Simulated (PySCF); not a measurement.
## First hyperpolarisability: SMILES CC1CCCCCC1, C₈H₁₆

Geometry:
```tsv
atom	x (Å)	y (Å)	z (Å)
C1	-2.420	0.452	0.662
C2	-1.268	0.124	-0.283
C3	-0.640	-1.218	0.116
C4	0.730	-1.545	-0.479
C5	1.900	-0.990	0.331
C6	2.067	0.526	0.321
C7	0.828	1.341	0.685
C8	-0.271	1.290	-0.379
H9	-2.047	0.668	1.677
H10	-3.125	-0.390	0.744
H11	-2.985	1.334	0.320
H12	-1.695	-0.003	-1.294
H13	-1.359	-2.012	-0.144
H14	-0.554	-1.260	1.217
H15	0.841	-2.641	-0.527
H16	0.787	-1.196	-1.526
H17	2.839	-1.445	-0.027
H18	1.782	-1.333	1.375
H19	2.400	0.845	-0.684
H20	2.891	0.789	1.005
H21	1.138	2.390	0.824
H22	0.433	1.020	1.666
H23	-0.849	2.228	-0.362
H24	0.218	1.272	-1.368
```

The calculation used quadratic response CAM-B3LYP/aug-cc-pVDZ first hyperpolarisability, Taylor convention, gas phase (PySCF 2.14.0). Geometry: PBE0-D3(BJ)/def2-SVP.

(1) Give β for the processes computed.

(2) Which lowest excitations, dipole and polarisabilities go with it?

## Answers

(1) In 10⁻³⁰ esu, Taylor convention; the vector part is βᵢ = ⅓ Σⱼ (βᵢⱼⱼ + βⱼᵢⱼ + βⱼⱼᵢ); β∥ is 3/5 of the vector part along the dipole, the dipole points from − to +:
```csv
process,λ (nm),β vector norm,β∥,β HRS,depolarisation ratio
"static β(0;0,0)",∞,0.29,0.17,0.15,2.83
"second harmonic β(−2ω;ω,ω)",1907,0.30,0.17,0.16,2.84
"Pockels β(−ω;ω,0)",1907,0.29,0.17,–,–
"second harmonic β(−2ω;ω,ω)",1064,0.32,0.18,0.17,2.84
"Pockels β(−ω;ω,0)",1064,0.30,0.17,–,–
```

(2) S1 7.71 eV (f = 0.002); S2 7.81 eV (f = 0.004); S3 7.90 eV (f = 0.012); dipole 0.12 D; isotropic α 95.0 au static, 95.2 au at 1907 nm, 95.6 au at 1064 nm, 95.7 au at 953.5 nm, 97.6 au at 532 nm.
